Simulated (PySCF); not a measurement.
C7H9P.
Cartesian coordinates in Å at the GFN2-xTB level; atoms count from 1:
```
atom  x, y, z in Å
C1    -2.714   -0.828    0.621
C2    -1.345   -0.283    0.326
C3    -1.230    0.899   -0.382
C4    -0.023    1.492   -0.711
C5     1.201    0.952   -0.356
C6     1.352   -0.224    0.355
C7     2.737   -0.709    0.680
P8     0.018   -1.202    0.911
H9    -3.256   -1.018   -0.306
H10   -3.293   -0.111    1.204
H11   -2.649   -1.758    1.182
H12   -2.144    1.388   -0.698
H13   -0.037    2.418   -1.269
H14    2.100    1.480   -0.653
H15    3.306   -0.877   -0.234
H16    2.699   -1.641    1.241
H17    3.272    0.033    1.274
```

Probes without a nucleus sit at each ring's centroid and 1 Å off its mean plane on both sides; NICS is minus the shielding there, NICSzz its component along the normal. Level: GIAO PBE0/pcSseg-1 (PySCF, non-relativistic, gas phase) on the GFN2-xTB geometry, one conformer.

Ring bond lengths (Å), with Mayer bond orders in brackets: C2–C3 1.382 (1.40), C3–C4 1.385 (1.45), C4–C5 1.385 (1.45), C5–C6 1.382 (1.40), C6–P8 1.745 (1.29), P8–C2 1.745 (1.29).

**Question.** Give the NICS values of each ring in ppm.

**Answer.** 
```csv
ring,type,NICS(0),"NICS(1), two faces","NICS(1)zz, two faces",rms pucker (Å),"centre to ring atoms, mean (Å)"
C2–C3–C4–C5–C6–P8,6-membered ring with P; formal bonds all aromatic,-7.4,-10.3 / -10.3,-25.4 / -25.4,0.00,1.50
```

**Question.** What can be read from them?

**Answer.** 
- C2–C3–C4–C5–C6–P8: mean NICS(1)zz -25.4 ppm, shielded.

**Question.** And the bond-length index? Use HOMA with the parameters of Krygowski (1993).

**Answer.** 
- C2–C3–C4–C5–C6–P8: HOMA 0.91; the largest term is that of P8–C2, α(R − Ropt)² = 0.26.

**Question.** What are the shieldings of the ring atoms and their hydrogens in the same run (means over atoms taken as equivalent)?

**Answer.** 
| atoms | environment | σ isotropic (ppm) |
| --- | --- | --- |
| C2 (×2) | substituted aromatic carbon | 6.3 |
| C3 (×2) | aromatic CH carbon | 50.0 |
| C4 | aromatic CH carbon | 52.0 |
| P8 | phosphorus bonded to 2 C | 97.5 |
| H12 (×2) | aromatic hydrogen | 23.81 |
| H13 | aromatic hydrogen | 23.96 |

Time: 28 s. Hardware: one thread of an Arm Neoverse V1 (shared host). This is the whole shielding run at PBE0/pcSseg-1, SCF included.
